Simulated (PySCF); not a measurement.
**How methods differ on the interval between two levels of Fe²⁺**

Fe²⁺ [Ar] 3d6 [5D4, M_J = 4] → Fe²⁺ [Ar] 3d5 4p1 [7P4, M_J = 4], as a difference of total energies. All numbers are calculated (PySCF 2.14, the two-component X2C-1e Hamiltonian, in x2c-TZVPall-2c (6s7p4d1f, 54 functions)). Correlated levels: [Ne] frozen; the 6 highest virtual spinors dropped. "Screened" scales the spin-orbit matrix elements by Boettger's factors to mimic the two-electron term; Breit and QED terms are absent.

```
                    method  interval between two levels (cm⁻¹)
           GHF (spin-free)                               67553
          GMP2 (spin-free)                               78855
 GHF (screened spin-orbit)                               68283
GMP2 (screened spin-orbit)                               79632
```

The labels give the starting determinants; with spin-orbit coupling the two ends relaxed to ⟨J²⟩ = 20.01, ⟨L²⟩ = 6.01, ⟨S²⟩ = 6.00 and ⟨J²⟩ = 20.00, ⟨L²⟩ = 2.00, ⟨S²⟩ = 12.00.
